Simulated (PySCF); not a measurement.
Constitutional and geometric isomers with formula CH3BO. All species are isolated molecules in the gas phase. One relaxed conformer stands for each flexible species; it need not be the lowest. Strings in code marks are SMILES. All members: neutral, multiplicity 1. Level: PBE-D3(BJ)/def2-TZVP // B3LYP-D3(BJ)/def2-TZVP (PySCF). Delta-SCF ions had no search for a lower state.  The removal energy is E(N − 1 electrons) − E(N electrons) at the parent's geometry; ε(HOMO) is measured against the vacuum level.

```tsv
species	−ε(HOMO) (eV)	vertical ionisation energy (Delta-SCF) (eV)
`[H]/B=C/O` (B–C–O–H torsion 0°)	4.73	8.28
`C=BO` (C–B–O–H torsion 180°)	4.98	8.60
`BC=O` (H–B–C–O torsion 86°)	6.11	9.97
`B1CO1`	6.95	withheld
`CB=O`	8.20	12.41
```

Task: Fit vertical ionisation energy (Delta-SCF) = a + b·x to the 4 complete rows by least squares, with x = −ε(HOMO) in eV. Give a, b and the rms residual, and predict the withheld value.

Result: Means of the 4 rows: x̄ = 6.005, ȳ = 9.815 eV. Σ(x − x̄)² = 7.5053 and Σ(x − x̄)(y − ȳ) = 8.9148, so b = 1.188 and a = ȳ − b·x̄ = 2.681 eV. The rms residual is 0.019 eV. At x = 6.95 the line gives 10.94 eV. The run for `B1CO1` gave 10.90 eV, so the line is off by 0.04 eV, more than twice the rms residual.

Codes: PySCF.
